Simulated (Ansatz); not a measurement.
System: PO, charge 0, doublet. PO (SMILES O=[P], doublet).
B3LYP-D3(BJ)/def2-TZVP minimum from Ansatz (a quantum-chemistry and plane-wave program):
```
P
O 1 1.4798
```
Charge 0, spin multiplicity 2.

Hartree-Fock and CCSD(T) correlation energies in hartree (Ansatz). Open shells are spin-unrestricted; no spin-orbit coupling. Correlated methods leave the cores frozen. No relativity.

```csv
basis,X,E(HF),"E(corr, CCSD(T))"
cc-pV(T+d)Z,3,-415.62379,-0.38239
cc-pV(Q+d)Z,4,-415.63425,-0.40795
cc-pV(5+d)Z,5,-415.63686,withheld
```

Task: Fit E(corr) = E∞ + A/X³ to X = 3 and 4, predict X = 5, and compare with the run.

Result: A = (-0.38239 - (-0.40795))/(1/27 - 1/64) = 1.1937; E∞ = -0.40795 - A/64 = -0.42660; at X = 5, E∞ + A/125 = -0.41705. The run gave -0.41757, 0.52 mEh below the prediction. The same form on X = 4 and 5 gives E∞ = -0.42766, 1.06 mEh below the first estimate.
